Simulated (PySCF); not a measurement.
A PySCF script (with the pyscf-properties extension) for the NMR shieldings of `[SiH3][SiH]([SiH3])[SiH2]S[SiH2]Cl`, ClH11SSi5, on a GFN2-xTB geometry:

```python
import basis_set_exchange as bse
import numpy as np
from pyscf import gto, dft
from pyscf.prop import nmr

atoms = """
Si   -1.276462    2.139917   -0.647624
Si   -1.218594    0.034226    0.372011
Si   -1.891428   -1.737216   -0.992546
Si    0.788703   -0.427109    1.468111
S     2.398092    0.844421    0.681904
Si    2.839366    0.024505   -1.217680
Cl    1.193202    0.016932   -2.409524
H     0.039575    2.775990   -0.665319
H    -1.728035    2.013433   -2.036235
H    -2.192484    3.069349    0.017996
H    -2.181993    0.044434    1.503706
H    -2.783408   -1.281780   -2.060835
H    -0.768027   -2.425583   -1.631039
H    -2.628936   -2.759107   -0.243415
H     1.338413   -1.776155    1.301248
H     0.945440   -0.104934    2.883075
H     3.836838    0.910903   -1.783837
H     3.280980   -1.355907   -1.081175
"""
names = dict.fromkeys(["Si", "S", "Cl", "H"], "pcSseg-1")
basis = {el: gto.basis.parse(bse.get_basis(n, elements=[el], fmt="nwchem")) for el, n in names.items()}
mol = gto.M(atom=atoms, basis=basis, charge=0, verbose=0)
mf = dft.RKS(mol, xc="PBE0")
mf.grids.level = 2
mf.grids.alignment = dft.numint.BLKSIZE   # the property module wants whole blocks of grid points
mf.conv_tol = 1e-9
mf.kernel()

calc = nmr.RKS(mf)   # GIAO
C = mf.mo_coeff
Co = C[:, mf.mo_occ > 0]
resp = mf.gen_response(singlet=True, hermi=2)
def vind(x):   # induced exchange potential for any number of trial vectors
    d = np.einsum("pi,xij,qj->xpq", C, 2 * x.reshape(-1, C.shape[1], Co.shape[1]), Co, optimize=True)
    return np.einsum("xpq,pi,qj->xij", resp(d - d.transpose(0, 2, 1)), C, Co, optimize=True).ravel()
mo1, _ = nmr.rhf.solve_mo1(calc, with_cphf=vind)
sigma = calc.kernel(mo1)
for i, s in enumerate(sigma):   # ppm
    w = np.linalg.eigvalsh((s + s.T) / 2)
    print("%2d %-2s iso %8.1f  s11 %8.1f  s22 %8.1f  s33 %8.1f" % (i, mol.atom_pure_symbol(i), w.mean(), *w))
```

Question: What does it print?

Answer: 
```
 0 Si iso    458.0  s11    442.7  s22    457.9  s33    473.4
 1 Si iso    495.8  s11    465.9  s22    504.4  s33    517.2
 2 Si iso    455.8  s11    441.7  s22    447.1  s33    478.6
 3 Si iso    395.1  s11    339.3  s22    408.6  s33    437.3
 4 S  iso    744.1  s11    617.5  s22    788.9  s33    825.8
 5 Si iso    355.1  s11    295.3  s22    379.7  s33    390.2
 6 Cl iso    923.3  s11    856.3  s22    924.9  s33    988.6
 7 H  iso     27.7  s11     23.3  s22     28.5  s33     31.4
 8 H  iso     28.2  s11     24.6  s22     26.7  s33     33.4
 9 H  iso     28.0  s11     23.9  s22     25.0  s33     35.2
10 H  iso     28.3  s11     24.5  s22     24.8  s33     35.6
11 H  iso     28.1  s11     24.3  s22     26.0  s33     34.0
12 H  iso     28.0  s11     23.6  s22     28.4  s33     31.9
13 H  iso     28.0  s11     24.1  s22     25.2  s33     34.8
14 H  iso     26.8  s11     22.8  s22     25.4  s33     32.3
15 H  iso     26.6  s11     21.8  s22     24.9  s33     33.2
16 H  iso     26.1  s11     21.1  s22     24.1  s33     33.1
17 H  iso     26.1  s11     21.3  s22     24.3  s33     32.5
```

These numbers come from an equivalent density-fitted implementation of the same equations, which agrees with the script to about 0.01 ppm for H and up to a few tenths of a ppm for heavy atoms, so last digits may differ.

Size and cost of the density-fitted run: 223 basis functions, 91 s wall time on 1 thread of an Arm Neoverse N1, shared host; peak memory 1.1 GiB.
